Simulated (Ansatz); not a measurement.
Calculated with Ansatz (gas phase, PBE0-D4/def2-TZVP geometries, no zero-point term in ΔE). CCSD(T)/CBS adds triple-zeta CCSD(T) − MP2 to the extrapolated MP2 energy (def2 sets, frozen cores). This one scheme is used for every species. DFT in def2-TZVPP. One conformer a species, not always the lowest.

Consider the formal exchange of groups at the Si–O bond: `[SiH3][O][Al]([Cl])[O][SiH3]` + `N[SiH](F)F` → `N[Si](F)(F)[SiH3]` + `[OH][Al]([Cl])[O][SiH3]`.

`[SiH3][O][Al]([Cl])[O][SiH3]`:

```xyz
12

Si   -2.173    0.791   -1.925
O    -1.219    0.128   -0.785
Al   -0.459   -0.728    0.422
Cl   -1.447   -2.310    1.337
O     1.083   -0.332    0.904
Si    2.560   -0.175    1.567
H    -1.379    1.735   -2.753
H    -2.732   -0.270   -2.802
H    -3.290    1.530   -1.280
H     2.445    0.451    2.910
H     3.204   -1.507    1.704
H     3.406    0.686    0.700
```

`N[SiH](F)F`:

Cartesian coordinates in Å:
```
N 0.054 -0.922 0.503
Si 0.050 0.531 -0.348
F -0.579 0.262 -1.779
F -0.863 1.670 0.283
H 0.655 -1.063 1.298
H -0.728 -1.556 0.498
H 1.410 1.078 -0.455
```

`N[Si](F)(F)[SiH3]`:

```xyz
10

N    -0.490    1.277    1.155
Si    0.138    0.750   -0.323
F     1.567    1.439   -0.464
F    -0.683    1.265   -1.593
Si    0.261   -1.577   -0.448
H    -1.340    0.898    1.539
H    -0.277    2.189    1.526
H    -1.060   -2.144   -0.060
H     0.591   -2.016   -1.827
H     1.292   -2.080    0.496
```

`[OH][Al]([Cl])[O][SiH3]`:

Z-matrix (Å, degrees):
```
Si
O 1 1.629
H 1 1.486 2 109.9
H 1 1.486 2 110.5 3 120.5
H 1 1.486 2 109.3 3 -119.6
Al 2 1.671 1 162.1 3 -80.9
Cl 6 2.076 2 120.2 1 1.6
O 6 1.680 2 122.2 1 -178.4
H 8 0.956 6 122.8 2 0.1
```

```json
{"level": "PBE-D4", "ΔE (kJ/mol)": "88.5", "difference from CCSD(T)/CBS": "-31.9"}
{"level": "revPBE-D4", "ΔE (kJ/mol)": "88.3", "difference from CCSD(T)/CBS": "-32.1"}
{"level": "BLYP-D4", "ΔE (kJ/mol)": "107.8", "difference from CCSD(T)/CBS": "-12.6"}
{"level": "r2SCAN0-D4", "ΔE (kJ/mol)": "118.0", "difference from CCSD(T)/CBS": "-2.4"}
{"level": "BHLYP-D4", "ΔE (kJ/mol)": "131.7", "difference from CCSD(T)/CBS": "11.3"}
{"level": "PBE-QIDH", "ΔE (kJ/mol)": "118.2", "difference from CCSD(T)/CBS": "-2.2"}
{"level": "revPBE", "ΔE (kJ/mol)": "90.0", "difference from CCSD(T)/CBS": "-30.4"}
{"level": "BLYP", "ΔE (kJ/mol)": "111.0", "difference from CCSD(T)/CBS": "-9.4"}
{"level": "r2SCAN0", "ΔE (kJ/mol)": "118.2", "difference from CCSD(T)/CBS": "-2.2"}
{"level": "BHLYP", "ΔE (kJ/mol)": "134.4", "difference from CCSD(T)/CBS": "14.0"}
{"level": "RPA@PBE/def2-TZVPP", "ΔE (kJ/mol)": "122.8", "difference from CCSD(T)/CBS": "2.4"}
{"level": "HF/def2-SVP", "ΔE (kJ/mol)": "147.1", "difference from CCSD(T)/CBS": "26.7"}
{"level": "CCSD(T)/def2-SVP", "ΔE (kJ/mol)": "121.1", "difference from CCSD(T)/CBS": "0.7"}
{"level": "MP2/def2-TZVPP", "ΔE (kJ/mol)": "129.5", "difference from CCSD(T)/CBS": "9.1"}
{"level": "CCSD(T)/def2-TZVPP", "ΔE (kJ/mol)": "121.7", "difference from CCSD(T)/CBS": "1.3"}
{"level": "HF/def2-QZVPP", "ΔE (kJ/mol)": "156.0", "difference from CCSD(T)/CBS": "35.6"}
{"level": "CCSD(T)/CBS", "ΔE (kJ/mol)": "120.4", "difference from CCSD(T)/CBS": "0"}
```

Largest T1 diagnostic among the species: 0.012.

Leaving LDA and LC-ωPBE aside and taking each functional with its dispersion term where it has one, the values spread over 43.5 kJ/mol, from revPBE-D4 to BHLYP-D4. From r2SCAN to r2SCAN0 (25 % exact exchange), in def2-TZVPP and without D4, ΔE moves by +6.3 kJ/mol. In def2-TZVPP, CCSD(T) changes the Hartree–Fock value by −31.6 kJ/mol (the triples alone add −4.6 kJ/mol) and MP2 by −23.8 kJ/mol.

CCSD(T)/CBS has its own doubt, a few kJ/mol and more with outer-core shells, so smaller differences from it don't rank the levels.
